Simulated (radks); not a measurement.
Results of a calculation; reference values are marked as such.
The selenium anion Se2-, [Kr], held by a Watson sphere: a shell of charge +2 at radius R that stands for the Madelung well of a crystal (potential energy -2/R inside, -2/r outside, in hartree with lengths in bohr). Level of theory: scalar-relativistic Kohn-Sham, PBE, spin-polarised, spherical densities, finite nucleus; Fermi nuclear charge, rms radius of each element as measured or else 0.836 A^(1/3) + 0.57 fm (a radial shooting solver on a logarithmic mesh with Libxc functionals). Response by self-consistent Sternheimer equations with the Hartree and adiabatic LDA kernel, the relativistic mass of each level held fixed and spin-orbit coupling left out. The sphere does not respond.

R (bohr) = 2.57: e(3d) (eV) -50.993; e(4s) (eV) -17.308; e(4p) (eV) -7.257; <r> 4p (bohr) 2.381; sum of <r^2> (bohr^2) 56.38; X-ray form factor at sin(theta)/lambda = 0.3 1/angstrom 23.133; alpha (bohr^3) 36.62
R (bohr) = 2.76: e(3d) (eV) -50.765; e(4s) (eV) -16.834; e(4p) (eV) -6.906; <r> 4p (bohr) 2.429; sum of <r^2> (bohr^2) 58.25; X-ray form factor at sin(theta)/lambda = 0.3 1/angstrom 23.142; alpha (bohr^3) 40.68
R (bohr) = 2.81: e(3d) (eV) -50.708; e(4s) (eV) -16.715; e(4p) (eV) -6.814; <r> 4p (bohr) 2.442; sum of <r^2> (bohr^2) 58.74; X-ray form factor at sin(theta)/lambda = 0.3 1/angstrom 23.145; alpha (bohr^3) 41.83
R (bohr) = 2.82: e(3d) (eV) -50.697; e(4s) (eV) -16.691; e(4p) (eV) -6.796; <r> 4p (bohr) 2.444; sum of <r^2> (bohr^2) 58.84; X-ray form factor at sin(theta)/lambda = 0.3 1/angstrom 23.146; alpha (bohr^3) 42.07
R (bohr) = 3.57: e(3d) (eV) -49.913; e(4s) (eV) -15.187; e(4p) (eV) -5.483; <r> 4p (bohr) 2.612; sum of <r^2> (bohr^2) 65.88; X-ray form factor at sin(theta)/lambda = 0.3 1/angstrom 23.192; alpha (bohr^3) 63.59
R (bohr) = 3.96: e(3d) (eV) -49.526; e(4s) (eV) -14.571; e(4p) (eV) -4.880; <r> 4p (bohr) 2.687; sum of <r^2> (bohr^2) 69.34; X-ray form factor at sin(theta)/lambda = 0.3 1/angstrom 23.208; alpha (bohr^3) 78.30
R (bohr) = 4.46: e(3d) (eV) -49.058; e(4s) (eV) -13.908; e(4p) (eV) -4.197; <r> 4p (bohr) 2.774; sum of <r^2> (bohr^2) 73.62; X-ray form factor at sin(theta)/lambda = 0.3 1/angstrom 23.220; alpha (bohr^3) 101.4
R (bohr) = 4.55: e(3d) (eV) -48.978; e(4s) (eV) -13.802; e(4p) (eV) -4.085; <r> 4p (bohr) 2.788; sum of <r^2> (bohr^2) 74.38; X-ray form factor at sin(theta)/lambda = 0.3 1/angstrom 23.221; alpha (bohr^3) 106.2
R (bohr) = 5.19: e(3d) (eV) -48.452; e(4s) (eV) -13.137; e(4p) (eV) -3.369; <r> 4p (bohr) 2.884; sum of <r^2> (bohr^2) 79.73; X-ray form factor at sin(theta)/lambda = 0.3 1/angstrom 23.228; alpha (bohr^3) 146.5
